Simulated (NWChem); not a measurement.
Program: NWChem. System: CH3Si, charge 0, spin multiplicity 2, at a geometry optimised with UPBE0/def2-SVP. The structure started from a generated list of species. Its SCF solution wasn't tested for a lower state. Level: ROCCSD(T)/3-21G, 6 core orbitals frozen.

Output (cleaned and shortened):

```
             Northwest Computational Chemistry Package (NWChem) 7.3.0
             --------------------------------------------------------

                                NWChem Input Module
                                -------------------

 Scaling coordinates for geometry "geometry" by  1.889725989
 (inverse scale =  0.529177249)

 Turning off AUTOSYM since
 SYMMETRY directive was detected!

                             Geometry "geometry" -> ""
                             -------------------------

 Output coordinates in angstroms (scale by  1.889725989 to convert to a.u.)

  No.       Tag          Charge          X              Y              Z
 ---- ---------------- ---------- -------------- -------------- --------------
    1 C                    6.0000     0.34870800     1.04681500     0.00000000
    2 Si                  14.0000    -0.27585200    -0.54909800     0.00000000
    3 H                    1.0000    -0.28373900     1.93853100     0.00000000
    4 H                    1.0000     1.43173600     1.22229300     0.00000000
    5 H                    1.0000     0.62168000    -1.75433900     0.00000000

 Effective nuclear repulsion energy (a.u.)      44.3784102959

            Nuclear Dipole moment (a.u.)
            ----------------------------
        X                 Y               Z
 ---------------- ---------------- ----------------
    -0.0000056692     0.0000056692     0.0000000000

      Symmetry information
      --------------------

 Group name             Cs
 Group number              2
 Group order               2
 No. of unique centers     5

      Symmetry unique atoms

     1    2    3    4    5


 Summary of "ao basis" -> "" (spherical)
 ------------------------------------------------------------------------------
       Tag                 Description            Shells   Functions and Types
 ---------------- ------------------------------  ------  ---------------------
 *                           3-21g                    on all atoms

 Summary of "ao basis" -> "ao basis" (spherical)
 ------------------------------------------------------------------------------
       Tag                 Description            Shells   Functions and Types
 ---------------- ------------------------------  ------  ---------------------
 C                           3-21g                   5        9   3s2p
 Si                          3-21g                   7       13   4s3p
 H                           3-21g                   2        2   2s
[...]
          Correlation Information
          -----------------------
          Calculation type : Coupled-cluster singles & doubles w/ perturbation
   Perturbative correction : (T)
            Max iterations :      100
        Residual threshold : 0.10D-05
     T(0) DIIS level shift : 0.00D+00
     L(0) DIIS level shift : 0.00D+00
     T(1) DIIS level shift : 0.00D+00
     L(1) DIIS level shift : 0.00D+00
     T(R) DIIS level shift : 0.00D+00
     T(I) DIIS level shift : 0.00D+00
   CC-T/L Amplitude update :  5-th order DIIS
                I/O scheme : Global Array Library
        L-threshold :  0.10D-05
        EOM-threshold :  0.10D-05
 no EOMCCSD initial starts read in
 TCE RESTART OPTIONS
 SLICE:      F
 D4D5:       F
 quantumc:   F
 qrotation:  F
 pwtce:      F
 qducc:      F
 nacto:                         0
 nrotv:                         0
 nrot:                          0

            Memory Information
            ------------------
          Available GA space size is     249035232 doubles
          Available MA space size is     104855644 doubles

 Maximum block size supplied by input
 Maximum block size        24 doubles

 tile_dim =     13

 -------------------------------------------------
   1    alpha     a'     4 doubles       0       1
   2    alpha     a'     1 doubles       4       2
   3    alpha     a"     1 doubles       5       3
   4    beta      a'     4 doubles       6       4
   5    beta      a"     1 doubles      10       5
   6    alpha     a'    13 doubles      11       6
   7    alpha     a"     3 doubles      24       7
   8    beta      a'     1 doubles      27       8
   9    beta      a'    13 doubles      28       9
  10    beta      a"     3 doubles      41      10

 Global array virtual files algorithm will be used

 Parallel file system coherency ......... OK

 4-electron integrals stored in orbital form

 v2    file size   =            55333
 4-index algorithm nr.  13 is used
 imaxsize =       30
 imaxsize ichop =        0


CCSD iterations
 ---------------------------------------------------------
 Iter          Residuum       Correlation     Cpu    Wall
 ---------------------------------------------------------
    1   0.1108306511388  -0.1458479466547     0.1     0.1
    2   0.0421425068972  -0.1592411600366     0.1     0.1
    3   0.0206815460501  -0.1652208542339     0.1     0.1
    4   0.0113108661443  -0.1674935754847     0.1     0.1
    5   0.0065716722752  -0.1686637589416     0.1     0.1
    6   0.0014272064305  -0.1699351972180     0.1     0.1
    7   0.0007484184359  -0.1700255050551     0.1     0.1
    8   0.0005337672571  -0.1700473621471     0.1     0.1
    9   0.0003670841318  -0.1700532840667     0.1     0.1
   10   0.0002826306179  -0.1700666153270     0.1     0.1
   11   0.0001005710190  -0.1700920751096     0.1     0.1
   12   0.0000604351800  -0.1700929001911     0.1     0.1
   13   0.0000394122325  -0.1700933273474     0.1     0.1
   14   0.0000274822988  -0.1700924068328     0.1     0.1
   15   0.0000191850202  -0.1700920684591     0.1     0.1
   16   0.0000061609043  -0.1700903453375     0.1     0.1
   17   0.0000037985307  -0.1700907873970     0.1     0.1
   18   0.0000026958682  -0.1700909410598     0.1     0.1
   19   0.0000020057289  -0.1700910293304     0.1     0.1
   20   0.0000015277911  -0.1700910956524     0.1     0.1
   21   0.0000005667165  -0.1700912650717     0.1     0.1
 -----------------------------------------------------------------
 Iterations converged
 CCSD correlation energy / hartree =        -0.170091265071662
 CCSD total energy / hartree       =      -326.862328378378152

 Singles contributions

 Doubles contributions
    13a"  (alpha)    13a"  (beta ) ---    11a"  (alpha)    11a"  (beta )       -0.1942990452
 CCSD(T)
 Using plain CCSD(T) code
             total no. of tasks          148
 total no. of tasks / no. procs          148
                         wl_min            3           1.2
                         wl_max       140608           7.2
        thresh for no. of tasks          148

 CCSD[T]  correction energy / hartree =        -0.006024070512833
 CCSD[T] correlation energy / hartree =        -0.176115335584495
 CCSD[T] total energy / hartree       =      -326.868352448890960
 CCSD(T)  correction energy / hartree =        -0.005635359228806
 CCSD(T) correlation energy / hartree =        -0.175726624300468
 CCSD(T) total energy / hartree       =      -326.867963737606942

 Task  times  cpu:        2.4s     wall:        2.4s

 Total times  cpu:        2.5s     wall:        2.5s
```

Write an NWChem input that would produce this output.

This is not unique; one that fits is 
```
start mol
memory heap 100 mb stack 700 mb global 1900 mb
geometry units angstroms nocenter noautoz
  C      0.348708     1.046815     0.000000
  Si    -0.275852    -0.549098     0.000000
  H     -0.283739     1.938531     0.000000
  H      1.431736     1.222293     0.000000
  H      0.621680    -1.754339     0.000000
  symmetry group Cs
end
basis spherical
  * library 3-21g
end
scf
  rohf
  nopen 1
  maxiter 100
  thresh 1e-7
  semidirect memsize 60000000 filesize 0
  # guess.movecs holds the orbitals of an unrestricted PBE0 run
  vectors input guess.movecs swap 11 12 output mol.movecs
end
tce
  freeze core 6
  ccsd(t)
  2eorb
  2emet 13
  thresh 1e-6
  maxiter 100
  tilesize 24
end
task tce energy
```
